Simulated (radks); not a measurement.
The numbers below are computed, except where a source is named.
Species: Zr3+. Configuration: [Kr] 5d1 (not the ground configuration). Code: a radial shooting solver on a logarithmic mesh with Libxc functionals. Model: Dirac Kohn-Sham, PBEsol, spin-unpolarised, spherical densities, finite nucleus; open shells are shared between the two j in proportion to 2j + 1; Fermi nuclear charge, rms radius 4.2694 fm.

Unscreened Slater integrals over Kohn-Sham orbitals (eV). Large and small components are both included.

F0(5d5/2,5d5/2): 5.6012
F2(5d5/2,5d5/2): 3.0325
F4(5d5/2,5d5/2): 2.0950
F0(5d5/2,5d3/2): 5.6090
F2(5d5/2,5d3/2): 3.0371
G2(5d5/2,5d3/2): 3.0368
G4(5d5/2,5d3/2): 2.0979
F0(5d5/2,4p3/2): 7.3364
F2(5d5/2,4p3/2): 1.5787
G1(5d5/2,4p3/2): 0.93434
G3(5d5/2,4p3/2): 0.66292
F0(5d5/2,4p1/2): 7.3540
G3(5d5/2,4p1/2): 0.67218
F0(5d3/2,5d3/2): 5.6168
F2(5d3/2,5d3/2): 3.0417
F0(5d3/2,4p3/2): 7.3519
F2(5d3/2,4p3/2): 1.5823
G1(5d3/2,4p3/2): 0.92506
G3(5d3/2,4p3/2): 0.65844
F0(5d3/2,4p1/2): 7.3695
G1(5d3/2,4p1/2): 0.95011
F0(4p3/2,4p3/2): 18.447
F2(4p3/2,4p3/2): 9.7651
F0(4p3/2,4p1/2): 18.629
G2(4p3/2,4p1/2): 9.8448
F0(4p1/2,4p1/2): 18.818
